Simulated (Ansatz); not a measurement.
Ideal-gas functions of C₄H₃IO (`Ic1ccco1`) at 600 K and 1 bar, from an Ansatz frequency run at PBE0-D4/def2-TZVP.

Molar mass 193.97 g/mol, point group Cs (symmetry number 1), electronic degeneracy 1, moments of inertia 53.944, 496.64, 550.584 u Å². Harmonic wavenumbers (cm⁻¹, unscaled): 182, 230, 321, 617, 635, 750, 821, 877, 899, 920, 1033, 1093, 1148, 1208, 1248, 1412, 1508, 1611, 3270, 3289, 3302.

Use S(trans) = R[1.5 ln M + 2.5 ln T − 1.1517]; rotational temperatures θ = 24.2544 K / I; S(rot) = R[ln(√π/σ · √(T³/θAθBθC)) + 1.5]; for each mode x = 1.438777 ν̃/T, S = R[x/(eˣ − 1) − ln(1 − e⁻ˣ)] and H = RT x/(eˣ − 1); 1 cm⁻¹ = 0.0119627 kJ/mol; R = 8.31446 J/(mol·K).

By hand: the entropy, in J/(mol·K).

Translation 189.1. Rotation: θ = 0.4496, 0.0488, 0.0441 K, giving 125.9. Vibration, mode by mode: 15.27, 13.37, 10.69, 5.78, 5.58, 4.47, 3.91, 3.51, 3.37, 3.24, 2.62, 2.34, 2.11, 1.88, 1.74, 1.27, 1.06, 0.87, 0.03, 0.03, 0.03, in all 83.2. Electronic 0.0. Sum 398.2 J/(mol·K).

By hand: H − E and G − E in kJ/mol, counted from the electronic energy.

Zero-point energy ½ × 26374 × 0.0119627 = 157.8; thermal vibration 29.2; translation, rotation and pV give 4 RT = 20.0. H − E = 207.0 kJ/mol, and G − E = 207.0 − 600 × 398.2/1000 = -31.9 kJ/mol.

Vibration gives 21 % of the entropy.
